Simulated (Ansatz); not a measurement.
## Hf(NH2)4 in a box, plane waves

Ansatz 0.2.0, DFT PBE, spin-orbit coupling, plane waves, PAW, molecule in a box. The geometry was relaxed with Gaussian bases (BP86; Hf def2-SVP with ECP60, N def2-SVP, H def2-SVP).

```yaml
crystal:
  lattice:
    - [13.14, 0.0, 0.0]
    - [0.0, 13.48, 0.0]
    - [0.0, 0.0, 13.48]
  atoms:
    - { symbol: Hf, position: [0.49985464, 0.50015282, 0.50015875] }
    - { symbol: "N", position: [0.59185769, 0.59140282, 0.58385757] }
    - { symbol: H, position: [0.65724658, 0.56725371, 0.61823442] }
    - { symbol: H, position: [0.58633257, 0.66647849, 0.59557493] }
    - { symbol: "N", position: [0.40784855, 0.41645549, 0.59140727] }
    - { symbol: H, position: [0.41338889, 0.40472552, 0.66648961] }
    - { symbol: H, position: [0.34246575, 0.38207344, 0.5672589] }
    - { symbol: "N", position: [0.59185769, 0.40890356, 0.41645994] }
    - { symbol: H, position: [0.58633257, 0.33382789, 0.40474258] }
    - { symbol: H, position: [0.65724658, 0.43305267, 0.38208309] }
    - { symbol: "N", position: [0.40784855, 0.58385089, 0.40891024] }
    - { symbol: H, position: [0.34246575, 0.61823294, 0.43305861] }
    - { symbol: H, position: [0.41338889, 0.59558086, 0.33382789] }
basis:
  ecutwfc: 420
  ecutrho_ratio: 4
kpoints:
  mp_grid: { grid: [1, 1, 1] }
hamiltonian:
  xc: pbe
scf:
  occupations: { method: gaussian, width: 0.01 }
output:
  forces: true
  eigenvalues: true
  populations: true
  write_density: true
  write_potential: true
  elf: true
  volumetric_format: npy
magnetization:
  noncollinear: true
  spin_orbit: true
```

Command:
```sh
ansatz run input.yaml --threads 2 --pin off --max-ram 5120MiB --backend cpu --events-out ev --progress --plain --runs-dir out
```
It took 50 s on 2 threads of Arm Neoverse V1 (shared host), peak memory 3.3 GiB.

(1) How does the SCF go?

(2) Which levels lie next to the highest filled one (eV, counted from it)?

(3) What forces are left at this geometry, relaxed with Gaussian bases (eV/Å)?

The highest of the empty levels listed lie near the vacuum level and may be states of the box.

The forces come from the other functional as well as from the basis.

## Answers

(1) 
```
SCF iter   1: F=—  HF=-17421.540865 eV  |F-HF|=—  |Δ(HF+E_count)|=         —  Δρ=3.78e-2
preconditioner: auto → Resta (q_TF=auto, 1.451 Å⁻¹)  ε∞=1.1  [insulator: Δε(μ)=7.614 eV  Ē_g=13.358 eV  σ=0.010 eV  W_gap=1.00  n_
spin=Noncollinear: Resta preconditioning applied to the charge; magnetization (m_x, m_y, m_z) channels mix plain (no charge-respon
SCF iter   2: F=—  HF=-17409.266313 eV  |F-HF|=—  |Δ(HF+E_count)|=    1.23e1  Δρ=1.29e-2
SCF iter   3: F=—  HF=-17408.543710 eV  |F-HF|=—  |Δ(HF+E_count)|=   7.23e-1  Δρ=8.45e-3
...
SCF iter   6: F=—  HF=-17408.347153 eV  |F-HF|=—  |Δ(HF+E_count)|=   4.61e-4  Δρ=1.81e-4
SCF iter   7: F=—  HF=-17408.346846 eV  |F-HF|=—  |Δ(HF+E_count)|=   3.06e-4  Δρ=6.89e-5
SCF iter   8: F=—  HF=-17408.346813 eV  |F-HF|=—  |Δ(HF+E_count)|=   3.32e-5  Δρ=9.21e-6
SCF iter   9: F=—  HF=-17408.346766 eV  |F-HF|=—  |Δ(HF+E_count)|=   4.71e-5  Δρ=3.29e-6
SCF iter  10: F=-17408.346766 eV  HF=-17408.346766 eV  |F-HF|=2.21e-8  |Δ(HF+E_count)|=   1.70e-8  Δρ=1.00e-6
```

(2) Filled: -2.92, -2.92, -0.65, -0.65, -0.28, -0.28, -0.05, -0.05, 0.00, 0.00. Empty: 4.35, 4.35, 4.76, 4.76, 5.06, 5.06, 5.28, 5.28.

(3) 
```
Hf   0.00  0.00  0.00
N    0.07 -0.01  0.02
H   -0.32  0.11 -0.18
H   -0.01 -0.37 -0.08
N   -0.07 -0.02 -0.01
H    0.01  0.08 -0.37
H    0.32  0.18  0.11
N    0.07  0.01 -0.02
H   -0.01  0.37  0.08
H   -0.32 -0.11  0.18
N   -0.07  0.02  0.01
H    0.32 -0.18 -0.11
H    0.01 -0.08  0.37
```
